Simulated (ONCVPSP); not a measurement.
# Before and after: ONCV potential for Sn

| Item | Value |
| --- | --- |
| Element | tin (Sn) |
| Generator | ONCVPSP 4.0.1 |
| Type | optimised norm-conserving Vanderbilt (ONCV) |
| Functional | PBE |
| Relativity | fully relativistic |
| Frozen core | [Kr] 4d10 |
| Valence charge | 4 |
| Reference configuration | 5s1 5p3 |
| Partial waves | 5s: rc 2.10 bohr, ncon 4, nbas 8, qcut 2.5 1/bohr, 1 projector; 5p: rc 2.70 bohr, ncon 4, nbas 8, qcut 3.6 1/bohr, 3 projectors, debl 0.5 Ha; d scattering state at 0.26 Ha: rc 2.35 bohr, ncon 4, nbas 8, qcut 4.4 1/bohr, 3 projectors, debl 1.6 Ha |
| Local potential | polynomial inside 1.60 bohr (lpopt 4, dvloc0 6 Ha) |
| Core correction | none |

Open shells are filled in proportion to 2j + 1.

All-electron outer shells of the reference configuration (PBE, scalar-relativistic, ld1.x):

```csv
shell,level (eV),outermost node (bohr),outermost maximum (bohr)
4p,-91.24,0.41,0.79
4d,-27.32,0.39,0.88
5s,-11.41,0.98,1.99
5p,-4.32,1.09,2.52
```

Change: s: rc 2.36.

Cutoffs: the cutoffs (Ha) at which the residual kinetic energy of the hardest occupied pseudo-wave falls to 1 and 0.1 mHa per electron; they do not see the model core or the augmentation charge, which bear on the density cutoff. Errors are all-electron minus pseudo energies relative to the spin-unpolarised reference configuration.

**Question.** What does the change do?

**Answer.** The potential gets softer (30 Ha and 39 Ha → 22 Ha and 31 Ha); both files keep a bound ghost (d); of the 4 tests that both files solve, the error grows in 1 and shrinks in 2 by more than 15 % and 0.3 meV (median size 20.4 → 18.1 meV). A larger radius leaves more room for a smooth pseudo-wave, so fewer plane waves are needed.

| quantity | base | changed |
| --- | --- | --- |
| cutoff, loose | 30 Ha | 22 Ha |
| cutoff, tight | 39 Ha | 31 Ha |
| loose cutoff by channel | s 30 Ha, p 4.3 Ha | s 22 Ha, p 4.3 Ha |
| bound ghosts | d5/2, d3/2 | d5/2, d3/2 |
| GHOST(+) flags under 300 eV | none | none |
| error for 5s2 5p2, meV [ΔE -6.96 eV] | +16 | +13 |
| error for 5s2 5p1, meV [ΔE -0.07 eV] | +24 | +24 |
| error for 5s2 5p0, meV [ΔE 13.90 eV] | +54 | +63 |
| error for 5s1 5p2, meV [ΔE 7.56 eV] | -4.1 | -3.3 |
| p3/2: phases at 2.74 bohr within 0.05 rad from the reference energy up to (Ha; the scan ends near 5) | 4.6 | 4.6 |
| p1/2: phases at 2.74 bohr within 0.05 rad from the reference energy up to (Ha; the scan ends near 5) | 5.0 | 5.0 |
| d5/2: phases at 2.39 bohr within 0.05 rad from the reference energy up to (Ha; the scan ends near 5) | to the end of the scan | to the end of the scan |
| d3/2: phases at 2.39 bohr within 0.05 rad from the reference energy up to (Ha; the scan ends near 5) | to the end of the scan | to the end of the scan |

Changed file: The cutoffs count occupied waves only; projector 3 of the d channel, the hardest unoccupied one, needs 66 Ha at the loose tolerance. A true bound ghost makes a file unfit for plane-wave use even where its test errors are small: the radial tests pick states by their node count and pass the ghost by.
